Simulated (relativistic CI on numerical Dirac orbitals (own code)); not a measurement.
## Crystal-field levels of Mn4+, 3d3

Calculated by Dirac-Coulomb-Breit CI, KLI orbitals optimised for each configuration, QED by a radiative potential, one configuration in a parametric crystal field, unscaled Slater integrals (own radial code). With so little scaling, terms lie 10 to 35 % too far apart, which can change the order of excited levels.

Field parameters in Wybourne normalisation: Oh B⁴₀ = 21Dq, B⁴₄ = √(5/14) B⁴₀. The field is a parameter set, without covalency.

S is read from ⟨S²⟩ = S(S + 1).

Site symmetry Oh; labels are those of the double group. Computed levels in cm⁻¹ above the lowest, in rising order:

| Δ (size of 10Dq) | Lowest | No. 2 | No. 3 | No. 4 | No. 5 | No. 6 | No. 7 | No. 8 |
| --- | --- | --- | --- | --- | --- | --- | --- | --- |
| 5000 | Γ8 | 4884 Γ7 | 4979 Γ8 | 5077 Γ8 | 5143 Γ6 | 8547 Γ7 | 8604 Γ8 | 9039 Γ8 |
| 9000 | Γ8 | 8867 Γ7 | 8957 Γ8 | 9076 Γ8 | 9123 Γ6 | 15120 Γ7 | 15153 Γ8 | 15566 Γ8 |
| 13000 | Γ8 | 12859 Γ7 | 12947 Γ8 | 13071 Γ8 | 13114 Γ6 | 21250 Γ7 | 21275 Γ8 | 21606 Γ8 |
| 17000 | Γ8 | 16855 Γ7 | 16939 Γ8 | 17060 Γ8 | 17106 Γ6 | 23948 Γ8 | 25078 Γ8 | 25330 Γ6 |
| 21000 | Γ8 | 20853 Γ7 | 20923 Γ8 | 21025 Γ8 | 21094 Γ6 | 24207 Γ8 | 25363 Γ8 | 25562 Γ6 |
| 25000 | Γ8 | 24066 Γ8 | 24850 Γ7 | 24929 Γ8 | 24985 Γ6 | 25228 Γ8 | 25648 Γ8 | 25823 Γ6 |
| 29000 | Γ8 | 24413 Γ8 | 25647 Γ8 | 25787 Γ6 | 28848 Γ7 | 28942 Γ8 | 29139 Γ6 | 29154 Γ8 |
| 33000 | Γ8 | 24571 Γ8 | 25762 Γ8 | 25896 Γ6 | 32845 Γ7 | 32931 Γ8 | 33123 Γ6 | 33126 Γ8 |
| 37000 | Γ8 | 24699 Γ8 | 25853 Γ8 | 25978 Γ6 | 36831 Γ7 | 36886 Γ8 | 37116 Γ8 | 37118 Γ6 |
| 41000 | Γ8 | 24809 Γ8 | 25928 Γ8 | 26046 Γ6 | 38490 Γ8 | 38708 Γ7 | 40861 Γ7 | 40968 Γ8 |

Ground-state S against |10Dq| in cm⁻¹: 5000: 1.50, 9000: 1.50, 13000: 1.50, 17000: 1.50, 21000: 1.50, 25000: 1.50, 29000: 1.50, 33000: 1.50, 37000: 1.50, 41000: 1.50.

No abrupt spin change occurs in this range.
